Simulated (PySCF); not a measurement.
## Where the electron goes

Compound: AsSb3SSeSe nortricyclane, AsSSb3Se2.
Structure used (PBE0-D3(BJ)/def2-SVP), in Å, numbered top down from 1:
```xyz
7
AsSSb3Se2 angstrom
As     1.784    0.325    0.697
S      0.989    1.823   -0.746
Sb    -1.245    1.158   -1.458
Sb    -2.067   -0.223    0.912
Se     0.036    0.197    2.286
Sb    -0.915   -1.680   -1.267
Se     1.509   -1.701   -0.492
```

Theory: TDDFT wB97X-D/def2-SVPD, vertical, gas phase, core orbitals frozen in the response, def2 core potentials past Kr (PySCF). Spin–orbit coupling is left out.

Frontier orbitals with the atoms that hold most of them (Löwdin shares over 4%, at most four atoms; ? is withheld):

```
orbital  ε (eV)                               atoms
 LUMO+2   -0.19  Sb6 27%, Sb4 25%, Sb3 12%, As1 12%
 LUMO+1   -0.26   Sb6 30%, Sb4 29%, Sb3 27%, Se7 5%
   LUMO   -1.01  Sb4 18%, Sb6 18%, Sb3 18%, Se5 15%
   HOMO   -8.08                                   ?
 HOMO-1   -8.14                                   ?
 HOMO-2   -8.73    Se5 30%, Se7 30%, S2 26%, Sb6 6%
 HOMO-3   -8.79  As1 30%, Sb4 19%, Sb6 19%, Sb3 17%
```

Q: Give the leading atoms of the HOMO-1.

A: Sb3 (bonded to S and 2 Sb) 29%; Sb6 (bonded to 2 Sb and Se) 18%; Sb4 (bonded to 2 Sb and Se) 18%; Se5 (bonded to As and Sb) 11%. By element: antimony 65%, selenium 11% or more.

Q: Give the leading atoms of the HOMO.

A: Sb4 (bonded to 2 Sb and Se) 24%; Sb6 (bonded to 2 Sb and Se) 24%; Sb3 (bonded to S and 2 Sb) 17%; Se7 (bonded to As and Sb) 14%. By element: antimony 65%, selenium 14% or more.

Q: The HOMO–LUMO gap is 7.07 eV. Where does the response calculation put the lowest singlet, and from which orbitals?

A: S1 is at 3.02 eV (f = 0.0005), 4.05 eV below the gap, made of HOMO→LUMO (97%). 

Q: One configuration dominates each of S1, S2 and S3. Which, and how do the shares of the two leading atoms of either orbital change from the occupied to the empty one?

A: 
- S1 (3.02 eV, f 0.0005), HOMO→LUMO (97%): Sb4 24% → 18%, Sb6 24% → 18%
- S2 (3.08 eV, f 0.0002), HOMO-1→LUMO (97%): Sb3 29% → 18%, Sb6 18% → 18%, Sb4 18% → 18%
- S3 (3.65 eV, f 0.0001), HOMO-2→LUMO (84%): Se5 30% → 15%, Se7 30% → at most 15%, Sb4 at most 7% → 18%, Sb6 6% → 18%

One conformer stands for the species.
